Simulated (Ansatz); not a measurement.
CH$_{5}$FSeSi$_{2}$ (`F[Si@H]1C[Si@@H]1[SeH]`). Total charge 0; spin multiplicity 1.

```xyz
10

F     1.2699   -0.2250    2.5004
Si    1.0225   -0.1931    0.9218
C    -0.5028   -1.0375    0.2406
Si   -0.6706    0.8357   -0.1197
Se   -0.6736    1.6447   -2.2429
H     2.2960   -0.5042    0.2331
H    -0.3650   -1.7586   -0.5642
H    -1.2585   -1.3862    0.9465
H    -1.8046    1.4632    0.5979
H     0.6867    1.1612   -2.5136
```

Task: List the harmonic frequencies (cm⁻¹, unscaled) at PBE0-D4/def2-TZVP in Ansatz. (An estimate is asked.)

Result: The calculation gave: 66, 108, 122, 157, 230, 348, 400, 482, 556, 571, 627, 687, 776, 780, 794, 860, 884, 938, 1344, 2242, 2244, 2442, 3096, 3172.

Task: Is this a minimum?

Result: Yes, all 24 modes are real.

Task: Give the ideal-gas thermochemistry at 298.15 K and 1 bar (rigid rotor, harmonic oscillator; point group C1, symmetry number 1).

Result: Zero-point energy 143.1 kJ/mol; H(298) − E = 167.0 kJ/mol; entropy 381.5 J/(mol·K), of which translation 173.0, rotation 121.3, vibration 87.2; G(298) − E = 53.3 kJ/mol. Modes under 100 cm⁻¹ are hindered rotations or soft bends, so the harmonic entropy is rough.

Task: And at 400, 500, 600, 800 and 1000 K?

Result: 
```tsv
T (K)	H − E (kJ/mol)	S (J/mol/K)	G − E (kJ/mol)
400	180.7	420.8	12.4
500	195.8	454.6	-31.4
600	212.2	484.3	-78.4
800	247.6	535.1	-180.5
1000	285.5	577.4	-291.9
```

Task: Rotational constants (cm⁻¹)?

Result: 0.2188, 0.02363, 0.02308.
